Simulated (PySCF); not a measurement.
SMILES C(=C=C(B(C)C)F)=C=CF, C$_{7}$H$_{7}$BF$_{2}$

Geometry:
| atom | x (Å) | y (Å) | z (Å) |
| --- | --- | --- | --- |
| C1 | -1.086 | 1.496 | -0.264 |
| B2 | -1.604 | 0.032 | -0.067 |
| C3 | -3.127 | -0.320 | 0.006 |
| C4 | -0.573 | -1.145 | 0.074 |
| F5 | -1.065 | -2.393 | 0.157 |
| C6 | 0.745 | -0.969 | 0.122 |
| C7 | 1.992 | -0.689 | 0.163 |
| C8 | 3.242 | -0.406 | 0.206 |
| C9 | 4.526 | -0.116 | 0.189 |
| F10 | 5.222 | 0.164 | 1.284 |
| H11 | -0.062 | 1.679 | 0.095 |
| H12 | -1.076 | 1.678 | -1.356 |
| H13 | -1.770 | 2.247 | 0.160 |
| H14 | -3.390 | -0.287 | 1.083 |
| H15 | -3.774 | 0.417 | -0.493 |
| H16 | -3.371 | -1.337 | -0.334 |
| H17 | 5.130 | -0.080 | -0.724 |

Computed, not measured: PySCF, TDDFT CAM-B3LYP/aug-cc-pVDZ circular dichroism and optical rotation, one conformer, gas phase. Geometry: PBE0-D3(BJ)/def2-SVP.

No stereocentre is labelled: unless the shape is locked (an allene, a helicene, a hindered biaryl), the mirror image is equally populated and a measured rotation or CD is zero.

(1) Draw the ECD and absorption spectra from the lowest 12 states, each a Gaussian of half-width 0.3 eV at 1/e height.

Results:

(1) 
```
E (eV)  λ (nm)  Δε (L mol⁻¹ cm⁻¹)  ε (L mol⁻¹ cm⁻¹)
  2.66     466              +0.03             0.403
  2.81     441              +0.12              1.66
  2.96     418              +0.31              4.15
  3.11     398              +0.47              6.31
  3.26     380              +0.42              5.97
  3.41     363              +0.15              4.77
  3.56     348              -0.33              12.3
  3.71     334              -1.11              81.9
  3.86     321              -1.78               512
  4.01     309              -1.25              2200
  4.16     298              +0.81              5940
  4.31     287              +2.93              9790
  4.46     278              +3.30              9800
  4.61     269              +2.05              5990
  4.76     260              +0.74              2570
  4.91     252              -0.01              3440
  5.06     245              -0.76             14100
  5.21     238              -1.84             40600
  5.36     231              -1.65             71100
  5.51     225              +1.82             75500
  5.66     219              +6.13             48700
  5.81     213              +6.64             19100
  5.96     208              +3.98              4770
  6.11     203              +2.12              1130
  6.26     198              +2.16               678
  6.41     193              +2.48               626
  6.56     189              +1.49               660
  6.71     185              -1.39               897
```
Δε uses R in velocity form, ε uses f in length form. Only the states computed contribute, so the short-wavelength end is incomplete.
